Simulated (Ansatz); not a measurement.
Reaction (SMILES): [SiH3]Br + [H][H] (H2) → Br (HBr) + [SiH4] (SiH4)
Geometries: B3LYP-D3(BJ)/def2-TZVP minima from Ansatz (a quantum-chemistry and plane-wave program).

Wanted: energy of full hydrogenation (electronic energy difference), in kcal/mol. Valence correlation only, unless marked. No spin-orbit coupling. The frozen core is the preceding noble-gas configuration, with the filled d and f shells of earlier blocks. No relativistic terms. CBS marks a two-point X^-3 extrapolation of the correlation energy; Hartree-Fock from the larger set.

```
level                                        program  energy of full hydrogenation (kcal/mol)  minus last row
------------------------------------  --------------  ---------------------------------------  --------------
HF/6-31G*                                     Ansatz                                     14.4            -2.6
HF/def2-SVP                                   Ansatz                                     11.2            -5.8
HF/def2-TZVPPD                                Ansatz                                     14.1            -2.9
PBE/def2-TZVPD                                Ansatz                                     15.7            -1.3
BLYP-D3(BJ)/def2-TZVPD                Ansatz + dftd3                                     16.1            -0.9
PBE0-D3(BJ)/def2-TZVPD                Ansatz + dftd3                                     16.6            -0.4
BHLYP/def2-TZVPD                              Ansatz                                     14.8            -2.2
B2PLYP/def2-TZVPD                             Ansatz                                     16.0            -1.0
MP2/def2-TZVPP                                Ansatz                                     17.4             0.4
MP2/CBS(def2-TZVPP,def2-QZVPP)                Ansatz                                     19.0             2.0
RI-MP2/def2-TZVPPD                            Ansatz                                     17.3             0.3
SCS-MP2/def2-SVP                              Ansatz                                     12.4            -4.6
CCSD/def2-QZVPP                               Ansatz                                     15.6            -1.4
CCSD(T)/def2-TZVPPD                           Ansatz                                     15.1            -1.9
CCSD(T)/CBS(def2-TZVPPD,def2-QZVPPD)          Ansatz                                     17.0             0.0
```
